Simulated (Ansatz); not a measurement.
Input for Ansatz (a program for electronic structure): R-B3LYP/def2-TZVPPD on C2H5F3 (a complex), monomers drawn apart or pushed together. Files ending in .json are basis or fitting sets from the Basis Set Exchange.

Ansatz 0.2 input:
```yaml
crystal:
  periodic: [false, false, false]
  atoms:
    - {symbol: C, position_ang: [0.08672985, -0.71236164, -0.22889416]}
    - {symbol: F, position_ang: [0.32033012, 0.51066980, 0.40338687]}
    - {symbol: H, position_ang: [-0.02825051, -1.47859878, 0.53634464]}
    - {symbol: H, position_ang: [-0.82289845, -0.62502595, -0.82320302]}
    - {symbol: H, position_ang: [0.93838050, -0.93642624, -0.87133675]}
    - {symbol: F, position_ang: [0.02966648, -1.13104217, 3.53148663]}
    - {symbol: C, position_ang: [0.28470487, 0.18254402, 3.81386228]}
    - {symbol: F, position_ang: [0.32654246, 0.32360984, 5.16887557]}
    - {symbol: H, position_ang: [-0.52960498, 0.78766747, 3.41767528]}
    - {symbol: H, position_ang: [1.25652809, 0.44509763, 3.39815658]}
basis:
  gaussian:
    orbitals: def2-TZVPPD.json
hamiltonian:
  xc: {name: B3LYP}
scf: {lower_state_search: off}
```

Output:

```
WARN ansatz: RAYON_NUM_THREADS=1 ignored (pool sized by the plan → 1); use --threads N
Functional definition: B3LYP
these checks for a lower state are left out or cut short: stability, starts, cluster_reference, orbital_swaps, neighbouring_geometries, increment
integrals: 0.18 GiB planned
1234 factors; their error is unknown
mean field: 1.62 GiB planned
mean field evaluation 1: about -10306.6592 eV, gradient 4.8e1 eV
mean field evaluation 2: about -10305.6266 eV, gradient 5.6e1 eV
mean field evaluation 4: about -10310.6776 eV, gradient 2.6e0 eV
mean field evaluation 8: about -10310.6913 eV, gradient 1.9e-1 eV
mean field evaluation 16: about -10310.6862 eV, gradient 4.1e-4 eV
mean field -10310.68623553 eV, -378.9107303215 hartree, gradient 3.7e-6 eV, S^2 0.000000; 0 other end points of the search recorded, 0 dependent functions left out
reference -10310.68655380 eV, -378.9107420179 hartree; 22, 22 occupied and 257, 257 virtual orbitals, 1234 factors
Total energy: -10310.68655380 eV, -378.9107420179 hartree
Checks for a lower state left out: stability, starts, cluster_reference, orbital_swaps, neighbouring_geometries, increment
```

Self-consistency was reached.

Cost: about 6 core-seconds (a rough figure).
